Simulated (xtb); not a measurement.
A run for xtb: GFN2-xTB on H4MoO5 (SMILES [O]=[Mo]([OH])([OH])([OH])[OH]), 2S+1 = 3, a spin state set in the input, which need not be the lowest.

```
$ xtb mol.xyz --gfn 2 --sp --chrg 0 --uhf 2
10

Mo     0.55238440     0.01701544     0.48215827
O      1.59592974    -0.74259420     1.55986398
O     -1.44140446     0.82005808    -0.17356817
H     -1.79040017     0.32189834    -0.92995844
O      1.05129291     1.82648824     0.30528952
H      0.51946291     2.46172828    -0.18880269
O      0.52550211    -0.98374680    -1.15632809
H      1.37195721    -1.24729219    -1.53581852
O     -1.13336917    -0.96425053     1.02523457
H     -1.37794474    -1.64492333     0.37735386
```

The head of its log:

```
[...]
           -------------------------------------------------
          |                Calculation Setup                |
           -------------------------------------------------



           -------------------------------------------------
          |                 G F N 2 - x T B                 |
           -------------------------------------------------

        Reference                      10.1021/acs.jctc.8b01176
      * Hamiltonian:
        H0-scaling (s, p, d)           1.850000    2.230000    2.230000
        zeta-weighting                 0.500000
      * Dispersion:
        s8                             2.700000
        a1                             0.520000
        a2                             5.000000
        s9                             5.000000
      * Repulsion:
        kExp                           1.500000    1.000000
        rExp                           1.000000
      * Coulomb:
        alpha                          2.000000
        third order                    shell-resolved
        anisotropic                    true
        a3                             3.000000
        a5                             4.000000
        cn-shift                       1.200000
        cn-exp                         4.000000
        max-rad                        5.000000


          ...................................................
          :                      SETUP                      :
          :.................................................:
          :  # basis functions                  34          :
          :  # atomic orbitals                  33          :
          :  # shells                           17          :
          :  # electrons                        40          :
          :  max. iterations                   250          :
          :  Hamiltonian                  GFN2-xTB          :
          :  restarted?                      false          :
          :  GBSA solvation                  false          :
          :  PC potential                    false          :
          :  electronic temp.          300.0000000     K    :
          :  accuracy                    1.0000000          :
          :  -> integral cutoff          0.2500000E+02      :
          :  -> integral neglect         0.1000000E-07      :
          :  -> SCF convergence          0.1000000E-05 Eh   :
          :  -> wf. convergence          0.1000000E-03 e    :
          :  Broyden damping             0.4000000          :
          :  net charge                          0          :
          :  unpaired electrons                  2          :
          ...................................................

 iter      E             dE          RMSdq      gap      omega  full diag
   1    -24.1248681 -0.241249E+02  0.798E+00    1.72       0.0  T
   2    -24.1906807 -0.658126E-01  0.673E+00    1.14       1.0  T
```

**Question.** What total energy does the run end on?

**Answer.** -24.3661 hartree.
